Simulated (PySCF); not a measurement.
Simulation results for AlB2FH3, AlBFH2N, AlBFH3O, AlBFHO and others

Computed with PySCF 2.14.0. Calculation on a computer-drawn molecule: the log of a Hartree-Fock and frozen-core CCSD(T) single point meant for a local Hartree-Fock minimum, with one planted fault or none, to be diagnosed. Offsets are logged minus clean, where the clean run is the same molecule without the fault. The reference is restricted for singlets and unrestricted otherwise, and also for a bond in bohr or an excited solution. Adding or removing an electron swaps singlet and doublet. The excited solution moves the top pair (singlet) or top alpha electron (doublet) to the lowest empty orbital. Highest occupied and lowest empty are orbital energies over both spins, largest force is the largest gradient component, triples share is (T) over the correlation energy, the T1 limit is 0.02 restricted and 0.045 unrestricted, electrons count all cores, a negative frequency is imaginary (commonest isotopes), and the dipole is about the centre of nuclear charge.

Common to all runs: meant charge 0; meant basis cc-pV(D+d)Z; logged SCF converged yes; logged CC converged yes; logged SCF stable within its kind yes; possible faults no fault, one electron removed, one electron added, multiplicity raised by two, geometry at a saddle point, SCF held on an excited solution, minimal basis STO-3G, one bond length entered in bohr, all coordinates scaled.

(1) 
```xyz
7
formula=AlB2FH3 meant_multiplicity=2 logged_electrons=34 logged_basis_functions=80 logged_spin_squared=0 logged_highest_occupied=-16.63 logged_lowest_empty=-7.0029 logged_largest_force=0.066976 logged_T1_diagnostic=0.019559 logged_D1_diagnostic=0.060174 logged_triples_share=0.021708 logged_dipole_magnitude=2.511 logged_energy_HF=-392.15318 logged_energy_CCSD(T)=-392.57894 planted_fault=one_electron_removed HF_energy_offset_from_clean_run=181.5 CCSD(T)_energy_offset_from_clean_run=188.6
F      0.4105     0.1062    -3.5894
B      1.0001     0.1805    -2.3892
B      0.2197    -0.2750    -0.9891
Al    -0.6795    -0.8228     0.8226
H      2.1304     0.5948    -2.3609
H      0.1393    -0.6805     2.1671
H     -2.1617    -1.3702     0.8223
```

Units: logged_highest_occupied, logged_lowest_empty in eV; logged_largest_force in hartree/bohr; logged_dipole_magnitude in debye; logged_energy_HF, logged_energy_CCSD(T) in hartree; HF_energy_offset_from_clean_run, CCSD(T)_energy_offset_from_clean_run in kcal/mol.

Drawn bonds:
| atom | other atom | order |
| --- | --- | --- |
| 1 | 2 | 1 |
| 2 | 3 | 1 |
| 3 | 4 | 1 |
| 2 | 5 | 1 |
| 4 | 6 | 1 |
| 4 | 7 | 1 |

(2) 
```xyz
6
formula=AlBFH2N meant_multiplicity=1 logged_electrons=35 logged_basis_functions=75 logged_spin_squared=0.7562 logged_highest_occupied=-17.505 logged_lowest_empty=-7.2458 logged_largest_force=0.044275 logged_T1_diagnostic=0.018947 logged_D1_diagnostic=0.060261 logged_triples_share=0.025952 logged_dipole_magnitude=10.427 logged_energy_HF=-421.49512 logged_energy_CCSD(T)=-421.98556 planted_fault=one_electron_removed HF_energy_offset_from_clean_run=182 CCSD(T)_energy_offset_from_clean_run=202.6
F     -0.8951     1.3125    -1.0130
B      0.1241     0.7164    -0.3710
N      0.1506    -0.6743    -0.1908
Al     1.4833    -1.6045     0.6675
H      1.0037     1.4269     0.0375
H     -0.6514    -1.1445    -0.5845
```

Units: logged_highest_occupied, logged_lowest_empty in eV; logged_largest_force in hartree/bohr; logged_dipole_magnitude in debye; logged_energy_HF, logged_energy_CCSD(T) in hartree; HF_energy_offset_from_clean_run, CCSD(T)_energy_offset_from_clean_run in kcal/mol.

Drawn bonds:
| atom | other atom | order |
| --- | --- | --- |
| 1 | 2 | 1 |
| 2 | 3 | 1 |
| 3 | 4 | 1 |
| 2 | 5 | 1 |
| 3 | 6 | 1 |

(3) 
```xyz
7
formula=AlBFH3O meant_multiplicity=1 logged_electrons=39 logged_basis_functions=80 logged_spin_squared=0.7666 logged_highest_occupied=0.59662 logged_lowest_empty=7.7277 logged_largest_force=0.05882 logged_T1_diagnostic=0.015486 logged_D1_diagnostic=0.051399 logged_triples_share=0.021047 logged_dipole_magnitude=6.2133 logged_energy_HF=-442.78369 logged_energy_CCSD(T)=-443.35011 planted_fault=one_electron_added HF_energy_offset_from_clean_run=22.81 CCSD(T)_energy_offset_from_clean_run=14.35
F     -0.3339     2.9617     2.2111
B     -1.2973     3.1161     1.2949
O     -1.7998     2.0469     0.6886
Al    -2.2618     0.5375     0.0730
H     -1.6650     4.2307     1.0631
H     -3.4365    -0.2131     0.7927
H     -1.5079     0.0080    -1.1968
```

Units: logged_highest_occupied, logged_lowest_empty in eV; logged_largest_force in hartree/bohr; logged_dipole_magnitude in debye; logged_energy_HF, logged_energy_CCSD(T) in hartree; HF_energy_offset_from_clean_run, CCSD(T)_energy_offset_from_clean_run in kcal/mol.

Drawn bonds:
| atom | other atom | order |
| --- | --- | --- |
| 1 | 2 | 1 |
| 2 | 3 | 1 |
| 3 | 4 | 1 |
| 2 | 5 | 1 |
| 4 | 6 | 1 |
| 4 | 7 | 1 |

Notes: highest electron not bound in this basis.

(4) 
```xyz
5
formula=AlBFHO meant_multiplicity=1 logged_electrons=36 logged_basis_functions=70 logged_spin_squared=0 logged_highest_occupied=-9.0696 logged_lowest_empty=1.2578 logged_largest_force=1.507e-05 logged_lowest_frequency=54.559 logged_T1_diagnostic=0.016024 logged_D1_diagnostic=0.046369 logged_triples_share=0.022094 logged_dipole_magnitude=1.618 logged_energy_HF=-441.65905 logged_energy_CCSD(T)=-442.18613 planted_fault=no_fault HF_energy_offset_from_clean_run=0 CCSD(T)_energy_offset_from_clean_run=0
F     -0.6358     0.8670     0.9327
B     -0.5270     0.1500    -0.1916
O     -1.5277    -0.6476    -0.5630
Al    -2.8932    -1.6253    -0.9126
H      0.4863     0.2656    -0.8184
```

Units: logged_highest_occupied, logged_lowest_empty in eV; logged_largest_force in hartree/bohr; logged_lowest_frequency in cm⁻¹; logged_dipole_magnitude in debye; logged_energy_HF, logged_energy_CCSD(T) in hartree; HF_energy_offset_from_clean_run, CCSD(T)_energy_offset_from_clean_run in kcal/mol.

Drawn bonds:
| atom | other atom | order |
| --- | --- | --- |
| 1 | 2 | 1 |
| 2 | 3 | 1 |
| 3 | 4 | 1 |
| 2 | 5 | 1 |

(5) 
```xyz
5
formula=AlBFHO meant_multiplicity=1 logged_electrons=36 logged_basis_functions=70 logged_spin_squared=0 logged_highest_occupied=-8.4023 logged_lowest_empty=-1.2462 logged_largest_force=0.056201 logged_T1_diagnostic=0.031048 logged_D1_diagnostic=0.11006 logged_triples_share=0.024237 logged_dipole_magnitude=14.349 logged_energy_HF=-441.50389 logged_energy_CCSD(T)=-442.03682 planted_fault=one_bond_length_entered_in_bohr,row_3_of_the_drawn_bonds HF_energy_offset_from_clean_run=97.36 CCSD(T)_energy_offset_from_clean_run=93.69
F     -0.6358     0.8670     0.9327
B     -0.5270     0.1500    -0.1916
O     -1.5277    -0.6476    -0.5630
Al    -4.1082    -2.4952    -1.2236
H      0.4863     0.2656    -0.8184
```

Units: logged_highest_occupied, logged_lowest_empty in eV; logged_largest_force in hartree/bohr; logged_dipole_magnitude in debye; logged_energy_HF, logged_energy_CCSD(T) in hartree; HF_energy_offset_from_clean_run, CCSD(T)_energy_offset_from_clean_run in kcal/mol.

Drawn bonds:
| atom | other atom | order |
| --- | --- | --- |
| 1 | 2 | 1 |
| 2 | 3 | 1 |
| 3 | 4 | 1 |
| 2 | 5 | 1 |

(6) 
```xyz
6
formula=BFH3Si meant_multiplicity=2 logged_electrons=31 logged_basis_functions=22 logged_spin_squared=0.7604 logged_highest_occupied=-5.9009 logged_lowest_empty=5.8141 logged_largest_force=0.02636 logged_T1_diagnostic=0.019141 logged_D1_diagnostic=0.077089 logged_triples_share=0.039748 logged_dipole_magnitude=0.4846 logged_energy_HF=-409.7414 logged_energy_CCSD(T)=-409.86732
F     -1.7175     0.3326    -0.4332
B     -1.0882     0.9434    -1.4356
Si     0.6997     1.8069    -1.1243
H     -1.6616     1.0075    -2.4878
H      1.5247     1.3510     0.0149
H      1.5209     2.0750    -2.3245
```

Units: logged_highest_occupied, logged_lowest_empty in eV; logged_largest_force in hartree/bohr; logged_dipole_magnitude in debye; logged_energy_HF, logged_energy_CCSD(T) in hartree.

Drawn bonds:
| atom | other atom | order |
| --- | --- | --- |
| 1 | 2 | 1 |
| 2 | 3 | 1 |
| 2 | 4 | 1 |
| 3 | 5 | 1 |
| 3 | 6 | 1 |

**Q.** BFH3Si (entry 6): planted fault?
**A.** minimal basis STO-3G

Further results for BFH3Si (entry 6):

* HF energy offset from clean run: 3178 kcal/mol
* CCSD(T) energy offset from clean run: 3349 kcal/mol
